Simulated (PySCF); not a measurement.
H₅O₄Si, SMILES O[Si]([OH2+])(O)O, charge +1.

The structure is a stationary point at r2SCAN-D4/def2-SVP. Other conformers were not sampled.

Two levels are set side by side: PBE/def2-TZVP (PySCF) and ωB97X/def2-TZVP (PySCF). Same geometry, gas phase. Differences are taken from unrounded values.

| quantity | ωB97X | PBE | PBE minus ωB97X |
|---|---|---|---|
| orbital gap (eV) | 14.23 | 6.68 | -7.55 |
| highest occupied level (eV) | -17.19 | -12.89 | 4.30 |
| lowest empty level (eV) | -2.96 | -6.21 | -3.24 |
| mean polarisability (bohr³) | 33.4 | 35.6 | 2.2 |

PBE's occupied levels lie high since its potential decays too fast outside the molecule; exact exchange lowers them and widens the gap. PBE's more diffuse valence density responds more strongly to a field. Differences between two approximate levels are no errors against the true value.

Rough cost on one machine, each run with all the roots and properties that it gave: ωB97X against PBE within a factor of 2.
